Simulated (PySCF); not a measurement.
This PySCF input asks for the NMR shieldings of SMILES CC[Si](N)(N)S[SiH3], C2H12N2SSi2; the geometry comes from GFN2-xTB.

```python
import basis_set_exchange as bse
import numpy as np
from pyscf import gto, dft
from pyscf.prop import nmr

atoms = """
C    -1.201248    1.916477    0.125958
C    -1.086126    0.522051    0.729713
Si   -0.326181   -0.749166   -0.455824
N    -0.006048   -2.200431    0.418657
N    -1.400438   -0.964649   -1.793908
S     1.627873   -0.098398   -1.178872
Si    2.739988    0.268127    0.604139
H    -1.894698    1.917135   -0.712148
H    -1.561371    2.631406    0.864248
H    -0.233784    2.257484   -0.236856
H    -0.478743    0.571704    1.633839
H    -2.074162    0.181093    1.035870
H    -0.784921   -2.675876    0.843483
H     0.618801   -2.872431    0.003226
H    -1.124236   -1.616356   -2.512752
H    -1.776646   -0.138496   -2.231929
H     2.723907   -0.923667    1.442009
H     4.067229    0.579133    0.098611
H     2.161001    1.404110    1.315074
"""
names = dict.fromkeys(["C", "Si", "N", "S", "H"], "pcSseg-1")
basis = {el: gto.basis.parse(bse.get_basis(n, elements=[el], fmt="nwchem")) for el, n in names.items()}
mol = gto.M(atom=atoms, basis=basis, charge=0, verbose=0)
mf = dft.RKS(mol, xc="PBE0")
mf.grids.level = 2
mf.grids.alignment = dft.numint.BLKSIZE   # the property module wants whole blocks of grid points
mf.conv_tol = 1e-9
mf.kernel()

calc = nmr.RKS(mf)   # GIAO
C = mf.mo_coeff
Co = C[:, mf.mo_occ > 0]
resp = mf.gen_response(singlet=True, hermi=2)
def vind(x):   # induced exchange potential for any number of trial vectors
    d = np.einsum("pi,xij,qj->xpq", C, 2 * x.reshape(-1, C.shape[1], Co.shape[1]), Co, optimize=True)
    return np.einsum("xpq,pi,qj->xij", resp(d - d.transpose(0, 2, 1)), C, Co, optimize=True).ravel()
mo1, _ = nmr.rhf.solve_mo1(calc, with_cphf=vind)
sigma = calc.kernel(mo1)
for i, s in enumerate(sigma):   # ppm
    print("%2d %-2s %9.2f" % (i, mol.atom_pure_symbol(i), np.trace(s) / 3))
```

Task: What are the results?

Result: 
```
 0 C     177.73
 1 C     175.61
 2 Si    347.41
 3 N     234.27
 4 N     227.74
 5 S     792.23
 6 Si    408.23
 7 H      31.11
 8 H      30.43
 9 H      30.41
10 H      30.99
11 H      30.99
12 H      31.22
13 H      30.94
14 H      30.93
15 H      30.72
16 H      26.87
17 H      27.16
18 H      27.10
```

These numbers come from an equivalent density-fitted implementation of the same equations, which agrees with the script to about 0.01 ppm for H and up to a few tenths of a ppm for heavy atoms, so last digits may differ.

Task: Turn these shieldings into chemical shifts. References, each an isolated molecule treated in the same way: 13C (σ = 186.93 ppm), 29Si (σ = 349.16 ppm), 1H (σ = 31.72 ppm) against TMS; NH3 for 15N (σ = 267.73 ppm); 33S (σ = 503.73 ppm) against CS2.

Result: Averaging equivalent atoms: C 1: 11.3; C 0: 9.2; Si 2: 1.8; Si 6: -59.1; N 3/4: 36.7; S 5: -289; H 16/17/18: 4.67; H 7/8/9: 1.07; H 12/13/14/15: 0.76; H 10/11: 0.72 ppm. Experimental scales use liquid or dissolved standards, which lie at an offset from isolated NH3 (liquid NH3: subtract about 20 ppm).

Size and cost of the density-fitted run: 200 basis functions, 64 s wall time on 1 thread of an Arm Neoverse N1, shared host; peak memory 0.84 GiB.
